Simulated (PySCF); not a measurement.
This PySCF input asks for the NMR shieldings of `CC#[N+][BH2-]SCB(C)C`, C$_{5}$H$_{13}$B$_{2}$NS; the geometry comes from GFN2-xTB.

```python
import basis_set_exchange as bse
import numpy as np
from pyscf import gto, dft
from pyscf.prop import nmr

atoms = """
C     4.143212    0.015260    0.955498
C     3.050313    0.287959    0.081165
N     2.167850    0.498261   -0.626910
B     0.942822    0.622836   -1.424226
S    -0.072088   -0.922813   -0.843340
C    -0.562402   -0.477634    0.883028
B    -1.870340   -0.254479    0.052812
C    -2.947600   -1.434777   -0.014912
C    -2.325809    1.206424   -0.410539
H     5.000128   -0.329278    0.376494
H     4.416920    0.915840    1.505556
H     3.856373   -0.763273    1.663213
H     1.227142    0.476844   -2.562797
H     0.420197    1.642063   -1.143658
H     0.042102    0.348703    1.243834
H    -0.440565   -1.352832    1.513863
H    -3.621724   -1.368204    0.839526
H    -2.491906   -2.422590    0.013017
H    -3.566594   -1.382951   -0.908526
H    -2.294578    1.316228   -1.493967
H    -3.357651    1.387715   -0.114165
H    -1.726210    2.010085    0.013401
"""
names = dict.fromkeys(["C", "N", "B", "S", "H"], "pcSseg-1")
basis = {el: gto.basis.parse(bse.get_basis(n, elements=[el], fmt="nwchem")) for el, n in names.items()}
mol = gto.M(atom=atoms, basis=basis, charge=0, verbose=0)
mf = dft.RKS(mol, xc="PBE0")
mf.grids.level = 2
mf.grids.alignment = dft.numint.BLKSIZE   # the property module wants whole blocks of grid points
mf.conv_tol = 1e-9
mf.kernel()

calc = nmr.RKS(mf)   # GIAO
C = mf.mo_coeff
Co = C[:, mf.mo_occ > 0]
resp = mf.gen_response(singlet=True, hermi=2)
def vind(x):   # induced exchange potential for any number of trial vectors
    d = np.einsum("pi,xij,qj->xpq", C, 2 * x.reshape(-1, C.shape[1], Co.shape[1]), Co, optimize=True)
    return np.einsum("xpq,pi,qj->xij", resp(d - d.transpose(0, 2, 1)), C, Co, optimize=True).ravel()
mo1, _ = nmr.rhf.solve_mo1(calc, with_cphf=vind)
sigma = calc.kernel(mo1)
for i, s in enumerate(sigma):   # ppm
    print("%2d %-2s %9.2f" % (i, mol.atom_pure_symbol(i), np.trace(s) / 3))
```

Problem. What does it print?

Solution. 
```
 0 C     184.87
 1 C      65.01
 2 N      38.95
 3 B     129.78
 4 S     700.44
 5 C     153.53
 6 B      91.24
 7 C     177.30
 8 C     181.06
 9 H      29.21
10 H      29.21
11 H      29.05
12 H      29.41
13 H      29.60
14 H      30.29
15 H      29.91
16 H      31.53
17 H      32.02
18 H      31.12
19 H      30.91
20 H      31.52
21 H      31.75
```

These numbers come from an equivalent density-fitted implementation of the same equations, which agrees with the script to about 0.01 ppm for H and up to a few tenths of a ppm for heavy atoms, so last digits may differ.

Size and cost of the density-fitted run: 225 basis functions, 110 s wall time on 1 thread of an Arm Neoverse N1, shared host; peak memory 1.1 GiB.
